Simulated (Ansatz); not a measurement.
Consider the formal exchange of groups at the Si–Si bond: `[GeH3][SiH2][SiH2][SiH2][GeH3]` + `NCS` → `NC[SiH2][GeH3]` + `S[SiH2][SiH2][GeH3]`.

Gas-phase electronic energies from Ansatz, PBE0-D4/def2-TZVP geometries. CCSD(T)/CBS adds triple-zeta CCSD(T) − MP2 to the extrapolated MP2 energy (def2 sets, frozen cores). DFT in def2-TZVPP. B3LYP here is the variant with VWN-RPA as its local correlation; programs differ in this. For Ge outer-core shells are correlated without core-valence functions, which leaves a few kJ/mol of doubt a bond. Scalar relativity is left out up to krypton. Each species was taken in one conformer, which may not be the lowest.

`[GeH3][SiH2][SiH2][SiH2][GeH3]`:

Cartesian coordinates in Å:
```
Ge 2.255 1.381 -0.249
Si 1.064 0.460 1.595
Si 0.177 -1.620 1.000
Si -0.959 -1.376 -1.028
Ge -2.461 0.465 -0.891
H 2.899 2.728 0.119
H 3.365 0.417 -0.702
H 1.301 1.605 -1.434
H -0.052 1.379 1.953
H 1.969 0.343 2.771
H 1.279 -2.613 0.863
H -0.766 -2.103 2.048
H -1.711 -2.613 -1.378
H 0.031 -1.109 -2.109
H -3.456 0.258 0.263
H -3.256 0.636 -2.196
H -1.680 1.764 -0.624
```

`NCS`:

Z-matrix (Å, degrees):
```
C
S 1 1.811
N 1 1.444 2 112.7
H 1 1.097 2 107.3 3 -128.3
H 1 1.092 2 104.7 3 117.9
H 2 1.342 1 96.7 3 83.9
H 3 1.012 1 111.0 2 -65.0
H 3 1.014 1 110.4 2 175.5
```

`NC[SiH2][GeH3]`:

Cartesian coordinates in Å:
```
N 0.808 -1.766 0.131
C 1.036 -0.550 0.900
Si 0.607 0.977 -0.125
Ge -1.663 0.896 -0.838
H 1.075 -2.589 0.657
H -0.169 -1.871 -0.111
H 0.505 -0.500 1.864
H 2.104 -0.478 1.134
H 1.491 1.069 -1.317
H 0.797 2.199 0.707
H -2.619 0.988 0.367
H -1.999 2.050 -1.798
H -1.974 -0.424 -1.570
```

`S[SiH2][SiH2][GeH3]`:

Z-matrix (Å, degrees):
```
Si
Si 1 2.336
S 1 2.145 2 109.7
H 1 1.486 2 112.5 3 115.5
H 1 1.489 2 110.1 3 -123.2
Ge 2 2.381 1 108.8 3 58.2
H 2 1.488 1 109.4 3 -61.5
H 2 1.490 1 111.0 3 178.3
H 3 1.344 1 95.0 2 -52.3
H 6 1.538 2 110.1 1 63.8
H 6 1.537 2 111.7 1 -175.3
H 6 1.540 2 110.1 1 -55.1
```

| level | ΔE (kcal/mol) | difference from CCSD(T)/CBS |
| --- | --- | --- |
| PBE-D4 | -14.7 | 2.8 |
| B3LYP-D4 | -17.0 | 0.5 |
| ωB97X-V | -17.0 | 0.5 |
| ωB97M-V | -18.5 | -1.0 |
| PBE | -15.5 | 2.0 |
| r2SCAN | -17.3 | 0.2 |
| HF/def2-TZVPP | -20.1 | -2.6 |
| MP2/def2-TZVPP | -18.6 | -1.1 |
| SCS-MP2/def2-QZVPP | -19.0 | -1.5 |
| MP2/CBS(def2) | -19.1 | -1.6 |
| CCSD(T)/CBS | -17.5 | 0 |

Largest T1 diagnostic among the species: 0.013.

In def2-TZVPP, CCSD(T) changes the Hartree–Fock value by +3.1 kcal/mol (the triples alone add +0.6 kcal/mol) and MP2 by +1.5 kcal/mol. The D4 term adds +1.3 kcal/mol with B3LYP and +0.8 kcal/mol with PBE0; it sums over pairs of atoms, weighted by their polarisabilities, and B3LYP, whose exchange is more repulsive, gets the larger term.
